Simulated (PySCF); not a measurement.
A structure optimised at PBE0-D3(BJ)/def2-TZVP, used in a PySCF frequency run:

```xyz
2

Zn     0.0000     0.0000    -0.7152
S      0.0000     0.0000     1.3410
```
Charge 0, spin multiplicity 1.

Task: Write its SMILES, formula and point group.

Result: [S]=[Zn], SZn, C∞v

Task: What are its rotational constants (standard atomic weights)?

Result: 5.5565 GHz (linear rotor, B only)
